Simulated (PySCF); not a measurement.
O₂Si, charge +3, doublet (typed; the unrestricted solution is spin-contaminated), at a GFN2-xTB geometry of the parent state (a state made from the parent by changing its charge; the spin is typed, not shown lowest); PySCF with MP2/6-31G*.

The PySCF input:
```python
from pyscf import gto, scf, mp

mol = gto.M(
    atom='''
O    -1.489616    0.176880   -0.042451
Si   -0.004916   -0.054538    0.039928
O     1.498219   -0.081438   -0.027423
''',
    basis='6-31g*',
    charge=3,
    spin=1,
    verbose=4,
)

mf = scf.UHF(mol)
mf.kernel()

pt = mp.MP2(mf)
pt.kernel()
print('E(MP2) = %.10f' % pt.e_tot)
```

Question: Write the output that PySCF gives for this input, abridged.

Answer: 
```
PySCF version 2.14.0

[INPUT] verbose = 4
[INPUT] num. atoms = 3
[INPUT] num. electrons = 27
[INPUT] charge = 3
[INPUT] spin (= nelec alpha-beta = 2S) = 1
[INPUT] symmetry False subgroup None
[INPUT] Mole.unit = angstrom
[INPUT] Symbol           X                Y                Z      unit          X                Y                Z       unit  Magmom
[INPUT]  1 O     -1.489616000000   0.176880000000  -0.042451000000 AA   -2.814966270770   0.334254756913  -0.080220763714 Bohr   0.0
[INPUT]  2 Si    -0.004916000000  -0.054538000000   0.039928000000 AA   -0.009289893628  -0.103061883382   0.075452984702 Bohr   0.0
[INPUT]  3 O      1.498219000000  -0.081438000000  -0.027423000000 AA    2.831223584620  -0.153895516132  -0.051821959514 Bohr   0.0

nuclear repulsion = 90.0601599717378
number of shells = 20
number of NR pGTOs = 105
number of NR cGTOs = 46
basis = 6-31g*
ecp = {}

******** <class 'pyscf.scf.uhf.UHF'> ********
method = UHF
initial guess = minao
damping factor = 0
level_shift factor = 0
DIIS = <class 'pyscf.scf.diis.CDIIS'>
diis_start_cycle = 1
diis_space = 8
diis_damp = 0
SCF conv_tol = 1e-09
SCF conv_tol_grad = None
SCF max_cycles = 50
direct_scf = True
direct_scf_tol = 1e-13
number electrons alpha = 14  beta = 13
Set gradient conv threshold to 3.16228e-05
init E= -438.674792083407

cycle= 1 E= -435.946886825125  delta_E= 2.73  |g|= 0.602  |ddm|= 1.59
cycle= 2 E= -436.14709055598  delta_E= -0.2  |g|= 0.16  |ddm|= 0.71
cycle= 3 E= -436.165031108014  delta_E= -0.0179  |g|= 0.0843  |ddm|= 0.194
cycle= 4 E= -436.170471213794  delta_E= -0.00544  |g|= 0.0342  |ddm|= 0.0875
cycle= 5 E= -436.173260159467  delta_E= -0.00279  |g|= 0.016  |ddm|= 0.0854
cycle= 6 E= -436.173920451589  delta_E= -0.00066  |g|= 0.00563  |ddm|= 0.053
cycle= 7 E= -436.174028482416  delta_E= -0.000108  |g|= 0.00299  |ddm|= 0.0235
cycle= 8 E= -436.174030232869  delta_E= -1.75e-06  |g|= 0.00446  |ddm|= 0.00562
cycle= 9 E= -436.174044200737  delta_E= -1.4e-05  |g|= 0.000815  |ddm|= 0.00548
cycle= 10 E= -436.174046886404  delta_E= -2.69e-06  |g|= 0.000815  |ddm|= 0.00212
cycle= 11 E= -436.174047165307  delta_E= -2.79e-07  |g|= 0.000827  |ddm|= 0.000206
cycle= 12 E= -436.174046298623  delta_E= 8.67e-07  |g|= 0.000985  |ddm|= 0.0021
cycle= 13 E= -436.17404395716  delta_E= 2.34e-06  |g|= 0.00067  |ddm|= 0.00168
cycle= 14 E= -436.174042771662  delta_E= 1.19e-06  |g|= 0.000452  |ddm|= 0.00314
cycle= 15 E= -436.174043873138  delta_E= -1.1e-06  |g|= 0.000397  |ddm|= 0.00177
cycle= 16 E= -436.174046250686  delta_E= -2.38e-06  |g|= 0.000416  |ddm|= 0.00394
cycle= 17 E= -436.174046194713  delta_E= 5.6e-08  |g|= 0.000404  |ddm|= 7.4e-05
cycle= 18 E= -436.174046190819  delta_E= 3.89e-09  |g|= 0.000413  |ddm|= 0.000516
cycle= 19 E= -436.174047251384  delta_E= -1.06e-06  |g|= 0.000197  |ddm|= 0.00337
cycle= 20 E= -436.1740477816  delta_E= -5.3e-07  |g|= 9.78e-05  |ddm|= 0.00298
cycle= 21 E= -436.174047887802  delta_E= -1.06e-07  |g|= 0.000137  |ddm|= 0.000898
cycle= 22 E= -436.17404787113  delta_E= 1.67e-08  |g|= 9.13e-05  |ddm|= 0.000111
cycle= 23 E= -436.174047888999  delta_E= -1.79e-08  |g|= 7.64e-05  |ddm|= 0.000223
cycle= 24 E= -436.174047883461  delta_E= 5.54e-09  |g|= 7.37e-05  |ddm|= 4.62e-05
cycle= 25 E= -436.174047867966  delta_E= 1.55e-08  |g|= 5.75e-05  |ddm|= 0.000259
cycle= 26 E= -436.17404787318  delta_E= -5.21e-09  |g|= 7.39e-05  |ddm|= 0.000151
cycle= 27 E= -436.174047863159  delta_E= 1e-08  |g|= 6.87e-05  |ddm|= 9.92e-05
cycle= 28 E= -436.174047868964  delta_E= -5.8e-09  |g|= 5.4e-05  |ddm|= 0.000219
cycle= 29 E= -436.174047874143  delta_E= -5.18e-09  |g|= 6.06e-05  |ddm|= 9.36e-05
cycle= 30 E= -436.174047858506  delta_E= 1.56e-08  |g|= 3.35e-05  |ddm|= 0.000294
cycle= 31 E= -436.17404785868  delta_E= -1.74e-10  |g|= 3.42e-05  |ddm|= 7.34e-05
cycle= 32 E= -436.174047860611  delta_E= -1.93e-09  |g|= 4.63e-05  |ddm|= 3.59e-05
cycle= 33 E= -436.17404786116  delta_E= -5.49e-10  |g|= 2.5e-05  |ddm|= 0.000117
Extra cycle  E= -436.174047864761  delta_E= -3.6e-09  |g|= 3.89e-05  |ddm|= 6.09e-05
converged SCF energy = -436.174047864761  <S^2> = 0.92600316  2S+1 = 2.1688736

******** <class 'pyscf.mp.ump2.UMP2'> ********
nocc = (np.int64(14), np.int64(13)), nmo = (46, 46)
E(UMP2) = -436.834750180182  E_corr = -0.660702315420298
E(SCS-UMP2) = -436.814495602067  E_corr = -0.640447737305858
E_corr(same-spin) = -0.175840432152115
E_corr(oppo-spin) = -0.484861883268183
E(MP2) = -436.8347501802
```
